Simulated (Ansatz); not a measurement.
Reactions of CH6O2Si (`C[SiH](O)O`).

Gas-phase electronic energies from Ansatz, PBE0-D4/def2-TZVP geometries. CCSD(T)/CBS is the MP2 limit (def2-TZVPP, def2-QZVPP) plus CCSD(T) − MP2 in def2-TZVPP, frozen cores. This one scheme is used for every species. Functionals use def2-TZVPP. Open shells (•) are unrestricted, without spin–orbit coupling. One conformer a species, not always the lowest.

| reaction | CCSD(T)/CBS(def2) (kcal/mol) |
| --- | --- |
| `C[SiH](O)O` → `[CH2]` (triplet) + `O[SiH2]O` | 116.4 |
| `C[SiH](O)O` + `[CH3]`• → `[CH2][SiH](O)O`• + CH₄ | -2.9 |
| `C[SiH](O)O` + H₂O → `O[SiH](O)O` + CH₄ | ? |
| `C[SiH](O)O` + CH₃OH → `CO[SiH](O)O` + CH₄ | -28.5 |

(1) Fill in the missing values. (Estimate.)

Largest T1 diagnostic: 0.012, for `[CH2][SiH](O)O`•.

## Answers

(1) The calculation gave: `C[SiH](O)O` + H₂O → `O[SiH](O)O` + CH₄: -27.7 kcal/mol.
